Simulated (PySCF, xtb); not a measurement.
C₄H₇F, SMILES CCC(F)=C. The values are those of a single conformer.

Harmonic wavenumbers (cm⁻¹) from GFN2-xTB (xtb) at its own minimum, in rising order: 61, 208, 222, 376, 438, 586, 724, 815, 842, 874, 927, 1024, 1077, 1086, 1215, 1247, 1312, 1380, 1410, 1462, 1497, 1500, 1734, 2972, 3009, 3039, 3042, 3046, 3133, 3172.

**Question.** What does PBE-D3(BJ)/def2-SVP (PySCF) give at its own minimum? (The exact figures need the calculation; the answer reports its results.)

**Answer.** 92, 224, 233, 395, 460, 604, 722, 769, 800, 817, 917, 979, 1048, 1056, 1216, 1251, 1308, 1342, 1349, 1395, 1417, 1434, 1702, 2965, 2980, 3040, 3071, 3079, 3109, 3215. Paired by order, the mean absolute difference is 30 cm⁻¹ and the zero-point energies are 62.1 and 61.5 kcal/mol.
